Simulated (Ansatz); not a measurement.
Relaxation of CH8GeS (11 atoms, charge 0, multiplicity 1), to a largest force component of 0.03 eV/Å in at most 50 steps.

Method: RKS PBE/def2-SVP in Ansatz 0.2.0.

```xyz
11
Properties=species:S:1:pos:R:3
Ge -0.311 1.413 -0.592
C -0.201 -1.471 0.955
H -1.067 0.340 -1.408
H -0.724 1.433 0.897
H -0.614 2.809 -1.203
H 0.658 -0.931 0.559
S 1.915 1.067 -0.672
H -0.540 -1.003 1.895
H -1.033 -1.477 0.229
H 0.093 -2.517 1.162
H 1.824 0.338 -1.823
```

Problem. Where does it end, and by what steps?

Solution. It converged. After 12 steps the energy has fallen by 0.147 eV; H4 moved furthest, 0.66 Å.

| step | energy less start (eV) | largest force component (eV/Å) | accepted |
| --- | --- | --- | --- |
| 0 | 0.0000 | 0.665 | yes |
| 1 | -0.1060 | 0.138 | yes |
| 2 | -0.0762 | 0.478 | no |
| 3 | -0.1212 | 0.064 | yes |
| 4 | -0.1304 | 0.117 | yes |
| 5 | -0.1356 | 0.367 | yes |
| 6 | -0.1385 | 0.268 | yes |
| 7 | -0.1397 | 0.181 | yes |
| 8 | -0.0502 | 0.563 | no |
| 9 | -0.1419 | 0.289 | yes |
| 10 | -0.1465 | 0.064 | yes |
| 11 | -0.1470 | 0.045 | yes |
| 12 | -0.1473 | 0.021 | yes |

```xyz
11
Properties=species:S:1:pos:R:3
Ge -0.284 1.775 -0.787
C -0.254 -1.921 1.175
H -1.141 0.613 -1.353
H -0.653 2.058 0.689
H -0.496 3.050 -1.647
H 0.557 -1.340 0.695
S 1.892 1.201 -0.725
H -0.569 -1.417 2.109
H -1.117 -1.991 0.487
H 0.111 -2.938 1.412
H 1.954 0.910 -2.055
```

Whether the end is a true minimum wasn't checked by a vibrational analysis.

Run time: 24 s on 2 threads of Arm Neoverse V2, with other jobs on the host, peak memory 0.14 GiB.
